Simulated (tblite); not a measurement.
GeH₇OSeSi₂ (doublet state).
Atom-mapped SMILES: `[SiH2:1][Se:2][SiH2:3][O:4][GeH3:5]` (hydrogens: H6, H7 on Si1; H8, H9 on Si3; H10, H11, H12 on Ge5)

Cartesian coordinates in Å at the GFN2-xTB level; atoms count from 1:
```xyz
12
GeH7OSeSi2 angstrom
Si     2.0295   -1.0522    1.0588
Se     1.4136   -0.9129   -1.1447
Si     0.0920    0.9369   -1.1045
O     -0.9413    0.8898    0.1367
Ge    -1.9366   -0.1565    1.1131
H      2.3515    0.2890    1.5582
H      3.2208   -1.9008    1.0561
H     -0.6193    0.9142   -2.3719
H      0.9006    2.1148   -0.8261
H     -1.0519   -1.2501    1.6321
H     -3.0367   -0.6561    0.2264
H     -2.4210    0.7833    2.1692
```

Calculated harmonic vibrations of the isolated species, GFN2-xTB (tblite), most abundant isotopes, no scaling. Errors from tens to a few hundred cm⁻¹ against measured bands are possible. Modes of hydrogen on germanium and silicon can be 10 to 20 % off. One conformer, not necessarily the lowest. Open shells enter through the occupations alone, without spin polarisation, and single modes of such species can be off by tens of per cent. The optimisation stopped once no atom felt more than 0.01 eV/Å.

Lowest wavenumbers of the output (negative numbers stand for imaginary wavenumbers):
```
mode    cm-1
  1     -53.2
  2      16.4
  3      49.2
  4      73.0
  5      75.6
  6      89.3
  7     205.4
  8     341.7
  9     353.8
 10     424.8
```

Q: Is this structure a minimum?

A: Not by this Hessian. 1 mode is imaginary beyond 20i (53i cm⁻¹), so at this level the point lies at or near a first-order saddle. The curvature is small, so loose convergence or finite differences may be the whole cause.

Q: Which atoms move in the imaginary mode?

A: 53i: H10 (hydrogen on germanium) 32 %, H12 (hydrogen on germanium) 31 %, H11 (hydrogen on germanium) 31 %. These are shares of the mass-weighted motion.

Q: What is the remedy?

A: Step along that mode in both directions, optimise again with tighter thresholds and repeat the frequencies. The zero-point energy of this point (36.5 kcal/mol) counts the 29 real modes alone, and thermal corrections from it aren't those of a minimum.
